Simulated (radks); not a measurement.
Results of a calculation; reference values are marked as such.
Problem. Level of theory: scalar-relativistic Kohn-Sham, PBE, spin-unpolarised, spherical densities, finite nucleus; Fermi nuclear charge, rms radius of each element as measured or else 0.836 A^(1/3) + 0.57 fm (a radial shooting solver on a logarithmic mesh with Libxc functionals). Each species is in its NIST ground configuration. Rank Co2+, Br2+, Ca2+, Ge2+, Sc2+, Se2+, Fe2+, Ni2+, Mn2+, Zn2+, Ga2+, Cr2+, Cu2+, V2+, K2+, Ti2+, As2+, Kr2+ by radius at which the density is 0.001 e/bohr^3 (bohr), largest first.

Solution. Se2+ 3.58, As2+ 3.57, Br2+ 3.54, Kr2+ 3.48, Ge2+ 3.41, Ga2+ 3.30, Ti2+ 3.16, V2+ 3.16, Cr2+ 3.14, Sc2+ 3.11, Mn2+ 3.10, K2+ 3.09, Fe2+ 3.06, Co2+ 3.02, Ca2+ 2.99, Ni2+ 2.97, Cu2+ 2.93, Zn2+ 2.89.
